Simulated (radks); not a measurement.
Coherent X-ray form factor from a spherical all-electron density. Method: scalar-relativistic Kohn-Sham, PBE, spin-polarised, spherical densities, finite nucleus; Fermi nuclear charge, rms radius of each element as measured or else 0.836 A^(1/3) + 0.57 fm; computed with a radial shooting solver on a logarithmic mesh with Libxc functionals.

| sin(theta)/lambda (1/angstrom) | f0 (electrons) |
|---|---|
| 0.05 | 46.314 |
| 0.1 | 44.453 |
| 0.15 | 41.859 |
| 0.2 | 38.959 |
| 0.25 | 36.043 |
| 0.3 | 33.275 |
| 0.4 | 28.486 |
| 0.5 | 24.802 |
| 0.6 | 22.073 |
| 0.8 | 18.388 |
| 1 | 15.669 |
| 1.25 | 12.652 |
| 1.5 | 10.087 |
| 2 | 6.862 |

The species is in the configuration that NIST lists as its ground one. Which atom or ion scatters so?

Answer. The cadmium ion Cd+, [Kr] 4d(up 5, down 5) 5s1. Extrapolating in s^2 from the first two rows gives f0(0) = 46.9, near the electron count 47; among species with that count, the fall with angle is slower the higher Z, and the table is that of Z = 48; from so few rows the species is fixed only to a neighbour or two.
